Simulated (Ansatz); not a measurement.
PBE exchange is replaced step by step with exact exchange (0 % is PBE, 25 % PBE0; no dispersion term), basis def2-TZVPD, Ansatz. System: [OsH6]4- (OsH₆⁴⁻). The state is a singlet with charge -4. Geometry: r2SCAN-D4/def2-TZVPD.

Geometry of the singlet:

```xyz
7

Os    0.096   -0.194   -0.325
H     0.789   -0.391    1.106
H    -1.052    0.921   -0.218
H    -1.313   -0.856   -0.955
H     0.466    1.327    0.019
H     1.754   -0.035   -0.539
H    -0.740   -0.773    0.912
```

In the def2 sets Os takes a core potential; there is no spin–orbit coupling. A multiply charged anion in the gas phase is held together partly by the finite basis. Removing one electron lowers the energy by 7.16 eV at PBE0-D4/def2-TZVPD, so it isn't bound. At PBE-D4/def2-TZVPD, PBE0-D4/def2-TZVPD the restricted singlet is unstable: a solution with broken spin symmetry lies lower. At PBE-D4/def2-TZVPD, PBE with 5 % exact exchange/def2-TZVPD, PBE with 10 % exact exchange/def2-TZVPD, PBE with 15 % exact exchange/def2-TZVPD and others the highest occupied level of the charge -4 singlet lies above zero (up to 9.29 eV). Its loss leaves the charge -3 doublet, which lies 6.79 eV lower (vertical, at PBE-D4/def2-TZVPD), but this difference is unsure: the doublet is doubtful (geometry relaxed on an unsound state). The restricted singlet is unstable towards broken spin symmetry at other levels; at PBE with 5 % exact exchange/def2-TZVPD, PBE with 10 % exact exchange/def2-TZVPD, PBE with 15 % exact exchange/def2-TZVPD, PBE with 35 % exact exchange/def2-TZVPD and others this wasn't settled. The geometry of the singlet was relaxed on an unsound state (restricted singlet, unstable towards broken spin symmetry). At PBE0-D4/def2-TZVPD a triplet of charge -4 lies 0.13 eV below the restricted singlet, each at its own geometry.

```csv
exact exchange (%),HOMO (eV),LUMO (eV),gap (eV)
0,9.29,9.51,0.21
5,9.26,9.58,0.32
10,9.22,9.65,0.42
15,9.19,9.72,0.53
25,9.12,9.85,0.73
35,9.05,9.99,0.94
50,8.95,10.19,1.25
```
